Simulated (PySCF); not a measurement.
Geometry:
| atom | x (Å) | y (Å) | z (Å) |
| --- | --- | --- | --- |
| C1 | -0.744 | -1.345 | 0.216 |
| Si2 | -0.060 | 0.273 | -0.517 |
| N3 | -0.833 | 1.557 | 0.333 |
| P4 | 2.134 | 0.643 | -0.175 |
| H5 | -0.234 | -2.211 | -0.195 |
| H6 | -1.802 | -1.454 | 0.000 |
| H7 | -0.622 | -1.368 | 1.295 |
| H8 | -0.251 | 0.253 | -1.983 |
| H9 | -1.839 | 1.602 | 0.351 |
| H10 | -0.443 | 2.484 | 0.281 |
| H11 | 2.534 | -0.555 | -0.735 |
| H12 | 2.162 | 0.119 | 1.103 |

- shieldings: GIAO PBE0/pcSseg-1
- GFN2-xTB geometry
- code: PySCF 2.14.0 with density-fitted response routines
- relativity neglected, a single conformation, gas phase, one averaged value for each set of equivalent atoms

References, each an isolated molecule treated in the same way: TMS for $^{13}$C, $^{1}$H, $^{29}$Si; $^{15}$N against NH3; H3PO4 for $^{31}$P.

```
   atoms    nucleus  count  δ (ppm)
      C1   $^{13}$C      1      4.4
 H11/H12    $^{1}$H      2        ?
      N3   $^{15}$N      1     15.9
  H9/H10    $^{1}$H      2     0.22
      H8    $^{1}$H      1     5.46
      P4   $^{31}$P      1        ?
     Si2  $^{29}$Si      1    -11.3
H5/H6/H7    $^{1}$H      3     0.34
```

Question: Fill in the missing shifts.

Answer: 
- H11/H12: 0.92 ppm, hydrogen on a phosphorus bonded to Si
- P4: -287.0 ppm, phosphorus bonded to Si, 2 H

OH and NH positions are those of a molecule without intermolecular hydrogen bonds; in solution they move with solvent, concentration and temperature, and exchange usually removes their couplings. Shifts are as computed. Against solution values, carbons near 30 ppm lie about +3 ppm off and those near 130 ppm about +5 ppm. Of 1211 compounds with measured shifts, 218 miss one by over three times the rms of a fit or turn the order of signals round; such compounds aren't used in these exercises. Experimental scales use liquid or dissolved standards, which lie at an offset from isolated NH3 (liquid NH3: subtract about 20 ppm) and H3PO4.
